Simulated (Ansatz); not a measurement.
CH7AlBFGe can be A, `[CH3][AlH][B](F)[GeH3]`, or B, `FC[BH][GeH2][AlH2]`.

Calculated with Ansatz (gas phase, PBE0-D4/def2-TZVP geometries, no zero-point term in ΔE). CCSD(T)/CBS is the MP2 limit (def2-TZVPP, def2-QZVPP) plus CCSD(T) − MP2 in def2-TZVPP, frozen cores. Functionals use def2-TZVPP. B3LYP here is the variant with VWN-RPA as its local correlation; programs differ in this. For Ge outer-core shells are correlated without core-valence functions, which leaves a few kJ/mol of doubt a bond. Scalar relativity is left out up to krypton. Each species was taken in one conformer, which may not be the lowest.

Q: Which isomer does CCSD(T)/CBS put lower? Give the gap. (Best estimate.)

A: Ansatz gave: A, by 151.5 kJ/mol.

Q: Give E(B) − E(A) in kJ/mol with ωB97M-V, B2PLYP, CCSD/def2-TZVPP, HF/def2-TZVPP, B3LYP, MP2/def2-TZVPP, PBE-D4. (Estimate.)

A: Computed: ωB97M-V 150.2, B2PLYP 150.9, CCSD/def2-TZVPP 151.6, HF/def2-TZVPP 145.0, B3LYP 147.3, MP2/def2-TZVPP 155.5, PBE-D4 143.6. None reverses the order clearly.

Largest T1 diagnostic: 0.013.

In def2-TZVPP, CCSD(T) changes the Hartree–Fock value by +7.7 kJ/mol (the triples alone add +1.1 kJ/mol) and MP2 by +10.6 kJ/mol.
